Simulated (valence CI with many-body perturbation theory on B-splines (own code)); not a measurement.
# Pd14+: key properties

Level of theory: relativistic CI+MBPT: four valence electrons over a frozen Dirac-Fock core [Ar] 3d10, a basis of 9 s, 9 p, 8 d, 6 f, 3 g, 1 h functions for each j, with the one-electron correlation potential Σ1 (screened to all orders), the two-electron term Σ2, the three-electron term Σ3, Breit, model QED; selected single and double excitations, second order for the rest, scaled by the run's own slope (own B-spline code, finite nucleus).

No measured spectrum was set against this ion. As an estimate, levels hold to about 250 cm⁻¹ or 0.2 % of their energy and the worst to 1 %, as in measured heavy ions of charge 2 to 7; those with d or f electrons hold less well.

Names give the largest LS component (configuration and term), which can be under half, so a name can repeat, a term be missing and a line seem to break the LS rules; names also repeat where a configuration has a term twice.

Rates and lifetimes use the calculated energies. Strong lines usually hold to 10 to 20 %, long lifetimes can be off by a factor of two.

Question: What is the ground level?

Answer: 4s²4p² ³P_0, composition 84 % 4s²4p² ³P + 14 % 4s²4p² ¹S.

Question: What is the ionisation energy?

Answer: 343.39 eV; NIST lists 342 ± 3 eV (theoretical).

Question: How well does LS coupling describe the low levels?

Answer: Among the lowest 20 levels the leading LS term, summed over configurations, holds 76 % on average. For single configurations the figures are 72 % in LS and 78 % in jj coupling. Terms mix most in the J = 2 level at 559070 cm⁻¹, where the leading one holds 46 %.

Question: What are the static dipole polarisabilities of the lowest levels?

Answer: 4s²4p² ³P_0 0.531; 4s²4p² ³P_1 0.549 (tensor 0.020); 4s²4p² ³P_2 0.548 (tensor 0.011); 4s²4p² ¹D_2 0.562 (tensor 0.032) bohr³, of which the core gives 0.0311.

Question: Among levels below 771800 cm⁻¹, which E1 lines absorb most strongly from the ground level?

Answer: to 4s²4p4d ³D°_1 at 17.55 nm, f = 1.91; to 4s4p³ ³D°_1 at 29.05 nm, f = 0.287; to 4s4p³ ³S°_1 at 22.15 nm, f = 0.227.

Question: Where does the other parity begin?

Answer: At 4s4p³ ⁵S°_2, 286290 cm⁻¹.

Question: Name the longest-lived excited levels whose lifetime is computed, and their main decay.

Answer: 4s²4p² ³P_2 at 50059 cm⁻¹ lives 48.2 ms, mostly by M1 to 4s²4p² ³P_1; 4s²4p² ³P_1 at 36854 cm⁻¹ lives 1.30 ms, mostly by M1 to 4s²4p² ³P_0; 4s²4p² ¹D_2 at 98346 cm⁻¹ lives 405 μs, mostly by M1 to 4s²4p² ³P_1. The lifetime of 4s²4p4d ³F°_4 is too uncertain to give, and may be longer.
